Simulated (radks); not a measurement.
Problem. The mean radii <r> (bohr) of the occupied orbitals of an atom or ion are listed with their occupations. All-electron calculation, scalar-relativistic Kohn-Sham, PBE, spin-unpolarised, spherical densities, point nucleus. Program: a radial shooting solver on a logarithmic mesh with Libxc functionals.

orbital  occ.      <r>
1s          2  0.02363
2s          2   0.1010
2p          6  0.08881
3s          2   0.2663
3p          6   0.2645
3d         10   0.2418
4s          2   0.6048
4p          6   0.6392
4d         10   0.6975
5s          2    1.398
5p          6    1.578
4f          2   0.9003

Name the element and its charge.

Solution. Z = 60, neodymium, charge +4: Nd4+ in [Xe] 4f2. The 1s radius gives Z: for a bare nucleus <r> = (2 gamma + 1)/(2Z) with gamma = sqrt(1 - (Z/c)^2), 0.02332 bohr for Z = 60, and screening makes it slightly larger (0.02363 here). The occupations add up to 56, and the charge is Z minus that.
